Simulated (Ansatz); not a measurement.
The inner images of a band of Cl2GaH + H2 (6 atoms, charge 0, multiplicity 1) are given out of order.

Level of theory: RKS PBE/def2-SVP (Ansatz).

Image 0:

```xyz
6
Properties=species:S:1:pos:R:3
Ga -0.011 0.242 0.160
Cl -0.092 0.847 2.232
H 1.338 -0.061 -0.563
Cl -1.896 0.244 -0.889
H -0.259 -2.402 0.598
H -0.104 -2.124 1.301
```

Image 6:

```xyz
6
Properties=species:S:1:pos:R:3
Ga 0.305 -0.891 -0.160
Cl -0.071 -0.085 2.370
H 1.361 0.160 -0.646
Cl -1.814 -0.130 -0.371
H 0.356 -2.445 0.040
H -1.159 0.136 1.606
```

Task: Put them in order from the first end to the last, with their energies above the first end.
A.
```xyz
6
Properties=species:S:1:pos:R:3
Ga 0.250 -0.794 -0.315
Cl 0.045 -0.012 2.357
H 1.406 0.195 -0.696
Cl -1.783 -0.066 -0.747
H 0.285 -2.327 0.028
H -1.227 -0.251 2.211
```
B.
```xyz
6
Properties=species:S:1:pos:R:3
Ga -0.015 -0.005 0.112
Cl -0.086 0.392 2.283
H 1.351 -0.052 -0.640
Cl -1.898 0.183 -0.932
H -0.193 -2.096 0.672
H -0.183 -1.677 1.343
```
C.
```xyz
6
Properties=species:S:1:pos:R:3
Ga 0.019 -0.569 -0.318
Cl -0.121 0.096 2.401
H 1.330 0.203 -0.694
Cl -1.863 0.240 -1.063
H -0.111 -2.034 0.273
H -0.277 -1.191 2.238
```
D.
```xyz
6
Properties=species:S:1:pos:R:3
Ga 0.135 -0.662 -0.382
Cl 0.024 0.076 2.316
H 1.355 0.278 -0.688
Cl -1.820 0.106 -1.000
H 0.113 -2.185 0.014
H -0.832 -0.867 2.579
```
E.
```xyz
6
Properties=species:S:1:pos:R:3
Ga -0.024 -0.375 -0.115
Cl -0.113 0.038 2.358
H 1.375 0.053 -0.648
Cl -1.918 0.207 -0.974
H -0.168 -1.901 0.625
H -0.176 -1.277 1.593
```

Result: B (+0.19 eV), E (+1.07 eV), C (+0.85 eV), D (+0.79 eV), A (+0.75 eV).

Run time: 2.5 min on 1 thread of Arm Neoverse V1 (shared host), peak memory 0.12 GiB.
